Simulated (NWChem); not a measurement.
System: silicon monosulfide (SiS, singlet); SMILES [Si]=S

NWChem printed, in part:

```
             Northwest Computational Chemistry Package (NWChem) 7.3.0
             --------------------------------------------------------

 ORDER OF PRIMARY AXIS IS BEING SET TO 4
 C4V symmetry detected

                             Geometry "geometry" -> ""
                             -------------------------

 Output coordinates in angstroms (scale by  1.889725989 to convert to a.u.)

  No.       Tag          Charge          X              Y              Z
 ---- ---------------- ---------- -------------- -------------- --------------
    1 Si                  14.0000     0.00000000     0.00000000     1.03447947
    2 S                   16.0000     0.00000000     0.00000000    -0.90516953

 Effective nuclear repulsion energy (a.u.)      61.1119350851

      Symmetry information
      --------------------

 Group name             C4v
 Group number             18
 Group order               8
 No. of unique centers     2

                                Z-matrix (autoz)
                                --------

 Units are Angstrom for bonds and degrees for angles

      Type          Name      I     J     K     L     M      Value
      ----------- --------  ----- ----- ----- ----- ----- ----------
    1 Stretch                  1     2                       1.93965

  pbe96 is a nonlocal functional; adding pw91lda local functional.

                           NWChem Geometry Optimization
                           ----------------------------

 maximum gradient threshold         (gmax) =   0.000450
 rms gradient threshold             (grms) =   0.000300
 maximum cartesian step threshold   (xmax) =   0.001800
 rms cartesian step threshold       (xrms) =   0.001200
 fixed trust radius                (trust) =   0.300000
 source of zmatrix                         =   autoz

          -------------------
          Energy Minimization
          -------------------

 Using diagonal initial Hessian
 Scaling for Hessian diagonals: bonds = 1.00  angles = 0.25  torsions = 0.10

          --------
          Step   0

                                 NWChem DFT Module
                                 -----------------

 Summary of "ao basis" -> "ao basis" (spherical)
 ------------------------------------------------------------------------------
       Tag                 Description            Shells   Functions and Types
 ---------------- ------------------------------  ------  ---------------------
 Si                         def2-svp                 8       18   4s3p1d
 S                          def2-svp                 8       18   4s3p1d

      Symmetry analysis of basis
      --------------------------

        a1         16
        a2          0
        b1          2
        b2          2
        e          16

            General Information
            -------------------
          SCF calculation type: DFT
          Wavefunction type:  closed shell.
          No. of atoms     :     2
          No. of electrons :    30
           Alpha electrons :    15
            Beta electrons :    15
          Charge           :     0
          Spin multiplicity:     1
          Use of symmetry is: on ; symmetry adaption is: on
          Maximum number of iterations: 150
          AO basis - number of functions:    36
                     number of shells:    16
          Convergence on energy requested:  1.00D-06
          Convergence on density requested:  1.00D-05
          Convergence on gradient requested:  5.00D-04

              XC Information
              --------------
          PerdewBurkeErnzerhof Exchange Functional  1.000
            Perdew 1991 LDA Correlation Functional  1.000 local
           PerdewBurkeErnz. Correlation Functional  1.000 non-local

             Grid Information
             ----------------
          Grid used for XC integration:  medium
          Radial quadrature: Mura-Knowles
          Angular quadrature: Lebedev.
          Tag              B.-S. Rad. Rad. Pts. Rad. Cut. Ang. Pts.
          ---              ---------- --------- --------- ---------
          Si                  1.10       88           7.0       590
          S                   1.00       88           8.0       590
          Grid pruning is: on
          Number of quadrature shells:   176
          Spatial weights used:  Erf1

      Superposition of Atomic Density Guess
      -------------------------------------

 Sum of atomic energies:        -686.08586279

      Non-variational initial energy
      ------------------------------

 Total energy =    -686.286225
 1-e energy   =   -1071.549341
 2-e energy   =     324.151181
 HOMO         =      -0.280985
 LUMO         =      -0.028922

      Symmetry analysis of molecular orbitals - initial
      -------------------------------------------------

 !! scf_movecs_sym_adapt:    4 vectors were symmetry contaminated

  Symmetry fudging

 !! scf_movecs_sym_adapt:    4 vectors were symmetry contaminated

  Numbering of irreducible representations:

     1 a1          2 a2          3 b1          4 b2          5 e

  Orbital symmetries:

     1 a1          2 a1          3 a1          4 a1          5 e
     6 e           7 a1          8 a1          9 e          10 e
    11 a1         12 a1         13 e          14 e          15 a1
    16 e          17 e          18 a1         19 a1         20 a1
    21 e          22 e          23 a1         24 e          25 e

   convergence    iter        energy       DeltaE   RMS-Dens  Diis-err
 ---------------- ----- ----------------- --------- --------- ---------
 d= 0,ls=0.0,diis     1   -687.0988657155 -7.48D+02  6.05D-02  3.46D-01
 d= 0,ls=0.0,diis     2   -686.1860177627  9.13D-01  4.97D-02  4.42D+00
 d= 0,ls=0.0,diis     3   -687.1578006015 -9.72D-01  4.71D-03  1.81D-02
 d= 0,ls=0.0,diis     4   -687.1603583847 -2.56D-03  1.96D-03  4.26D-03
 d= 0,ls=0.0,diis     5   -687.1611270068 -7.69D-04  2.32D-04  9.02D-05
  Resetting Diis
 d= 0,ls=0.0,diis     6   -687.1611419188 -1.49D-05  7.23D-05  3.10D-06
 d= 0,ls=0.0,diis     7   -687.1611426724 -7.54D-07  1.95D-05  3.53D-08
 d= 0,ls=0.0,diis     8   -687.1611425931  7.93D-08  1.58D-05  4.33D-07
 d= 0,ls=0.0,diis     9   -687.1611426794 -8.62D-08  1.21D-06  4.80D-10

         Total DFT energy =     -687.161142679387
      One electron energy =    -1072.527700281575
           Coulomb energy =      370.466242752644
    Exchange-Corr. energy =      -46.211620235584
 Nuclear repulsion energy =       61.111935085127

 Numeric. integr. density =       30.000000120881

                  Occupations of the irreducible representations
                  ----------------------------------------------

                     irrep           alpha         beta
                     --------     --------     --------
                     a1                9.0          9.0
                     a2                0.0          0.0
                     b1                0.0          0.0
                     b2                0.0          0.0
                     e                 6.0          6.0

                       DFT Final Molecular Orbital Analysis
                       ------------------------------------

 Vector   13  Occ=2.000000D+00  E=-2.619515D-01  Symmetry=e
              MO Center= -1.8D-15, -5.3D-16, -4.3D-01, r^2= 2.0D+00
   Bfn.  Coefficient  Atom+Function         Bfn.  Coefficient  Atom+Function
  ----- ------------  ---------------      ----- ------------  ---------------
    29      0.513244  2 S  px                26      0.393124  2 S  px
    11      0.241623  1 Si px                23      0.224952  2 S  px
     8      0.215001  1 Si px                 5     -0.116772  1 Si px
    17      0.065961  1 Si d  1              30      0.046629  2 S  py
    35     -0.040379  2 S  d  1              27      0.035716  2 S  py

 Vector   14  Occ=2.000000D+00  E=-2.619515D-01  Symmetry=e
              MO Center= -1.0D-13,  9.1D-15, -4.3D-01, r^2= 2.0D+00
   Bfn.  Coefficient  Atom+Function         Bfn.  Coefficient  Atom+Function
  ----- ------------  ---------------      ----- ------------  ---------------
    30      0.513244  2 S  py                27      0.393124  2 S  py
    12      0.241623  1 Si py                24      0.224952  2 S  py
     9      0.215001  1 Si py                 6     -0.116772  1 Si py
    15     -0.065961  1 Si d -1              29     -0.046629  2 S  px
    33      0.040379  2 S  d -1              26     -0.035716  2 S  px

 Vector   15  Occ=2.000000D+00  E=-2.520362D-01  Symmetry=a1
              MO Center= -2.6D-15, -8.7D-15,  5.0D-01, r^2= 3.2D+00
   Bfn.  Coefficient  Atom+Function         Bfn.  Coefficient  Atom+Function
  ----- ------------  ---------------      ----- ------------  ---------------
    31      0.387582  2 S  pz                 4     -0.332415  1 Si s
    28      0.334023  2 S  pz                10     -0.328465  1 Si pz
     3     -0.309747  1 Si s                 13     -0.261779  1 Si pz
    25      0.188434  2 S  pz                 2     -0.185918  1 Si s
     7      0.176509  1 Si pz                22     -0.128880  2 S  s

 Vector   16  Occ=0.000000D+00  E=-1.100016D-01  Symmetry=e
              MO Center=  1.9D-16, -1.1D-14,  6.4D-01, r^2= 3.1D+00
   Bfn.  Coefficient  Atom+Function         Bfn.  Coefficient  Atom+Function
  ----- ------------  ---------------      ----- ------------  ---------------
    11      0.672736  1 Si px                29     -0.474564  2 S  px
     8      0.403483  1 Si px                26     -0.252376  2 S  px
     5     -0.204908  1 Si px                23     -0.143896  2 S  px
    35     -0.047497  2 S  d  1              17     -0.039543  1 Si d  1
    12     -0.030143  1 Si py

 Vector   17  Occ=0.000000D+00  E=-1.100016D-01  Symmetry=e
              MO Center=  1.0D-16,  6.5D-15,  6.4D-01, r^2= 3.1D+00
   Bfn.  Coefficient  Atom+Function         Bfn.  Coefficient  Atom+Function
  ----- ------------  ---------------      ----- ------------  ---------------
    12      0.672736  1 Si py                30     -0.474564  2 S  py
     9      0.403483  1 Si py                27     -0.252376  2 S  py
     6     -0.204908  1 Si py                24     -0.143896  2 S  py
    33      0.047497  2 S  d -1              15      0.039543  1 Si d -1
    11      0.030143  1 Si px

[...]

      ----------------------
      Optimization converged
      ----------------------

  Step       Energy      Delta E   Gmax     Grms     Xrms     Xmax
  ---- ---------------- -------- -------- -------- -------- --------
@    2    -687.16141717 -2.6D-07  0.00002  0.00002  0.00037  0.00064
                                     ok       ok       ok       ok

                                Z-matrix (autoz)
                                --------

 Units are Angstrom for bonds and degrees for angles

      Type          Name      I     J     K     L     M      Value     Gradient
      ----------- --------  ----- ----- ----- ----- ----- ---------- ----------
    1 Stretch                  1     2                       1.96193   -0.00002

                         Geometry "geometry" -> "geometry"
                         ---------------------------------

 Output coordinates in angstroms (scale by  1.889725989 to convert to a.u.)

  No.       Tag          Charge          X              Y              Z
 ---- ---------------- ---------- -------------- -------------- --------------
    1 Si                  14.0000     0.00000000     0.00000000     1.04562025
    2 S                   16.0000     0.00000000     0.00000000    -0.91631032

 Effective nuclear repulsion energy (a.u.)      60.4178890917

      Symmetry information
      --------------------

 Group name             C4v
 Group number             18
 Group order               8
 No. of unique centers     2

                Final and change from initial internal coordinates
                --------------------------------------------------

                                Z-matrix (autoz)
                                --------

 Units are Angstrom for bonds and degrees for angles

      Type          Name      I     J     K     L     M      Value       Change
      ----------- --------  ----- ----- ----- ----- ----- ---------- ----------
    1 Stretch                  1     2                       1.96193    0.02228

 ==============================================================================
                                internuclear distances
 ------------------------------------------------------------------------------
       center one      |      center two      | atomic units |  angstroms
 ------------------------------------------------------------------------------
    2 S                |   1 Si               |     3.70751  |     1.96193
 ------------------------------------------------------------------------------
                         number of included internuclear distances:          1
 ==============================================================================

[second-derivative integrals and response iterations left out]

  Vibrational analysis via the FX method

  See chapter 2 in "Molecular Vibrations" by Wilson, Decius and Cross

  Vib: Default input used

 ---------------------------- Atom information ----------------------------
     atom    #        X              Y              Z            mass
 --------------------------------------------------------------------------
    Si       1  0.0000000D+00  0.0000000D+00  1.9759358D+00  2.7976930D+01
    S        2  0.0000000D+00  0.0000000D+00 -1.7315754D+00  3.1972070D+01
 --------------------------------------------------------------------------

[unprojected Hessian and modes left out]

        Vibrational analysis via the FX method
  --- with translations and rotations projected out ---
  --- via the Eckart algorithm                      ---
 Dependent rotation vector no.                    3
  found in ECKART; assuming linear geometry
 Projected Nuclear Hessian trans-rot subspace norm:7.7037D-34
                         (should be close to zero!)

[projected Hessian left out]

 Rotational Constants
 --------------------
 A=   0.000000 cm-1  (  0.000000 K)
 B=   0.293524 cm-1  (  0.422306 K)
 C=   0.293524 cm-1  (  0.422306 K)

 Temperature                      =   298.15K
 frequency scaling parameter      =   1.0000

 Linear Molecule

 Zero-Point correction to Energy  =    1.039 kcal/mol  (  0.001656 au)
 Thermal correction to Energy     =    2.584 kcal/mol  (  0.004117 au)
 Thermal correction to Enthalpy   =    3.176 kcal/mol  (  0.005061 au)

 Total Entropy                    =   53.467 cal/mol-K
   - Translational                =   38.176 cal/mol-K (mol. weight =  59.9490)
   - Rotational                   =   15.016 cal/mol-K (symmetry #  =        1)
   - Vibrational                  =    0.275 cal/mol-K

 Cv (constant volume heat capacity) =    5.744 cal/mol-K
   - Translational                  =    2.979 cal/mol-K
   - Rotational                     =    1.986 cal/mol-K
   - Vibrational                    =    0.778 cal/mol-K

[normal modes left out]

 ----------------------------------------------------------------------------
 Normal Eigenvalue ||           Projected Infra Red Intensities
  Mode   [cm**-1]  || [atomic units] [(debye/angs)**2] [(KM/mol)] [arbitrary]
 ------ ---------- || -------------- ----------------- ---------- -----------
    1       -0.000 ||    0.000000           0.000         0.000       0.000
    2        0.000 ||    0.000741           0.017         0.722       1.249
    3        0.000 ||    0.000741           0.017         0.722       1.249
    4        0.000 ||    0.000648           0.015         0.632       1.093
    5        0.000 ||    0.000648           0.015         0.632       1.093
    6      727.092 ||    0.032816           0.757        31.990      55.317
 ----------------------------------------------------------------------------
```

Level: PBE/def2-SVP. Low-valent species are run as closed-shell singlets; no triplet was tried in these runs.

Task: Write an input that gives this output.

Result: This is not unique; one that fits is the input that was run:
```
start job
memory heap 200 mb stack 900 mb global 1100 mb
geometry units angstroms
  Si     0.000000     0.000000     1.036495
  S      0.000000     0.000000    -0.903154
end
basis spherical
  * library def2-svp
end
dft
  xc xpbe96 cpbe96
  iterations 150
end
driver
  maxiter 120
end
task dft optimize
task dft freq
```
